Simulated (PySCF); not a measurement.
**Si2H5NCl2**

Si2H5NCl2 is a small molecule, neutral, singlet. The structure, one conformer, was relaxed in the gas phase by PBE0-D3(BJ)/def2-SVP. No frequency run checks that it is a minimum.

SMILES: [SiH3]N[SiH](Cl)Cl

```tsv
atom	x (Å)	y (Å)	z (Å)
Si1	-1.669	-0.259	-0.037
N2	-0.017	-0.676	-0.183
Si3	1.363	0.400	-0.360
Cl4	-1.842	1.655	-0.774
Cl5	-2.322	-0.245	1.922
H6	-2.564	-1.179	-0.774
H7	0.209	-1.659	-0.054
H8	1.428	1.008	-1.720
H9	1.330	1.495	0.653
H10	2.571	-0.450	-0.143
```

Shieldings: GIAO PBE0/pcSseg-2. Shifts are against computed references at the same level: H TMS (σ 31.24 ppm), Si TMS (σ 341.3 ppm). Core levels by delta-SCF with SCAN, pcX-2 on the ionised atom and pcseg-1 elsewhere, spin-free X2C (2p3/2 is the spin-free 2p value less a third of a first-order spin-orbit splitting); from the vacuum level, for chosen atoms.

(1) Give the shieldings and core levels atom by atom.

(2) Which of Si1, Si3 holds its core electrons tightest, and by how much against the loosest?

(3) By CAM-B3LYP/def2-SVPD (TDDFT singlets, Tamm-Dancoff triplets, ionisation by delta-SCF), where does absorption start, and what does vertical ionisation take?

Results:

(1) 
| atoms | bonded to | σ (ppm) | δ (ppm) | core level (eV) |
| --- | --- | --- | --- | --- |
| Si1 | 2 Cl + 1 N + 1 H | 347.2 | -5.9 | 2p3/2 108.81 |
| N2 | 2 Si + 1 H | 225.1 | - | 1s 404.90 |
| Si3 | 1 N + 3 H | 397.4 | -56.1 | 2p3/2 107.49 |
| Cl4 | 1 Si | 865.7 | - | 2p3/2 206.31 |
| Cl5 | 1 Si | 803.6 | - | 2p3/2 206.07 |
| H6 | 1 Si | 25.32 | 5.92 | - |
| H7 | 1 N | 30.31 | 0.94 | - |
| H8 H9 H10 | 1 Si | 26.54 | 4.70 | - |

Values are those of this one static structure, with the three H of a rotating XH3 group averaged; atoms that internal rotation interchanges would show their mean in an NMR spectrum.

(2) Si1 (bonded to 2 Cl + 1 N + 1 H), by 1.32 eV over Si3 (bonded to 1 N + 3 H).

(3) The lowest singlet lies at 6.83 eV (f 0.013), the strongest of the first 6 at 7.73 eV (f 0.043), the lowest triplet at 6.45 eV; vertical ionisation takes 10.22 eV.

The 3 runs behind this took 3.8 min in all, one thread each of Intel Xeon Platinum 8488C on a shared host, launched as `OMP_NUM_THREADS=1 python cluster_run.py task.json out`.
